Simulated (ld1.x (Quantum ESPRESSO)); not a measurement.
# manganese (Mn): variants of one ultrasoft potential

Base potential:

ld1.x (Quantum ESPRESSO) 7.5 input, shortened:

```
&input
   title='Mn', zed=25., rel=1, dft='PBE', iswitch=3,
   config='[Ar] 3d5 4s1.75 4p0'
 /
 &inputp
   pseudotype=3, tm=.true., lloc=-1, rcloc=2.20,
   nlcc=.true.,
   which_augfun='PSQ', rmatch_augfun=1.60
 /
6
4S  1  0   1.75   0.00  2.40  2.75  0.0
4S  1  0   0.00   1.65  2.40  2.75  0.0
4P  2  1   0.00   0.00  2.40  2.90  0.0
4P  2  1   0.00   0.25  2.40  2.90  0.0
3D  3  2   5.00   0.00  1.65  1.80  0.0
3D  3  2   0.00  -0.35  1.65  1.80  0.0
 &test
   configts(1)='3d5 4s1.75 4p0'
 /
```

All-electron outer shells of the reference configuration (PBE, scalar-relativistic, ld1.x):

| shell | level (eV) | outermost node (bohr) | outermost maximum (bohr) |
| --- | --- | --- | --- |
| 3s | -87.79 | 0.34 | 0.74 |
| 3p | -56.51 | 0.31 | 0.75 |
| 3d | -8.67 | – | 0.76 |
| 4s | -6.71 | 1.05 | 2.47 |
| 4p | -2.71 | 1.16 | 3.26 |

Cutoffs, loose and tight: the cutoffs (Ry, on a coarse ladder) from which the occupation-weighted sum of valence levels, in a spherical-Bessel basis at the reference potential, stays within 10 and 1 mRy of its value at 400 Ry. They do not see the model core or the augmentation charge, which bear on the density cutoff. Test errors are all-electron minus pseudo excitation energies from the reference, over the configurations 3d5 4s2 4p0; 3d5 4s1 4p0; 3d5 4s0 4p0; 3d5 4s0 4p2; 3d5 4s1 4p1; 3d6 4s0 4p0; 3d5.5 4s1.5 4p0. A dash means not determined; rows that change the core or the reference have their own tests. The largest error is taken over the tests solved by every variant that gives reliable tests at all: 3d5 4s0 4p0; 3d5 4s0 4p2; 3d5 4s1 4p0; 3d5 4s2 4p0.

Cutoffs are not given where the Bessel-basis levels miss the radial ones by over 6 mRy, ghosts where they miss by over 20 mRy; a channel whose overlap is not positive is not tested.

The default core radius of the base comes out at 1.07 bohr.

```tsv
change	outcome	cutoff, loose	cutoff, tight	bound ghosts	largest test error (meV)
base	generated	35 Ry	50 Ry	none	-7.6
local potential all-electron potential smoothed inside 2.25 bohr (lloc = -1)	generated	35 Ry	50 Ry	none	-7.9
waves 4p (bound): rcut 2.40, rcutus 2.72 bohr; 4p channel at 0.25 Ry: rcut 2.40, rcutus 2.72 bohr	generated	35 Ry	50 Ry	none	-7.6
augmentation built from norm-conserving waves at rcut, not smoothed further	generated	–	–	not determined	-35
type PAW; local potential all-electron potential smoothed inside 1.85 bohr (lloc = -1); augmentation PSQ, inside the norm-conserving radii	generated	35 Ry	50 Ry	none	test run stopped at test 1 of 7 (negative rho)
local potential all-electron potential smoothed inside 1.78 bohr (lloc = -1)	generated	35 Ry	50 Ry	none	-6.7
wave 4s channel at 1.65 Ry: rcut 2.40, rcutus 2.75 bohr becomes 4s channel at 0.11 Ry: rcut 2.40, rcutus 2.75 bohr	generated	35 Ry	50 Ry	none	-7.6
all radii but the core radius scaled by about 1.24 (s 3.42, p 3.60, d 2.24 bohr, rcut 2.98/2.98/2.04); local potential all-electron potential smoothed inside 2.72 bohr (lloc = -1); augmentation PSQ, radius 1.98 bohr	generated	18 Ry	30 Ry	none	-34
reference 3d5 4s2 4p0	generated	35 Ry	50 Ry	none	-141
core correction a·sin(br)/r model core inside 1.42 bohr	generated	35 Ry	50 Ry	none	-5.2
waves 4s (bound): rcut 2.32, rcutus 2.46 bohr; 4s channel at 1.65 Ry: rcut 2.32, rcutus 2.46 bohr	generated	35 Ry	50 Ry	none	-7.1
functional LDA (PZ)	generated	35 Ry	50 Ry	none	-6.1
```

What comes out with this change to the base: waves 3d (bound): rcut 1.65, rcutus 2.26 bohr; 3d channel at -0.35 Ry: rcut 1.65, rcutus 2.26 bohr?

outcome: generated; cutoff, loose: 18 Ry; cutoff, tight: 30 Ry; bound ghosts: none; largest test error (meV): -6.3.
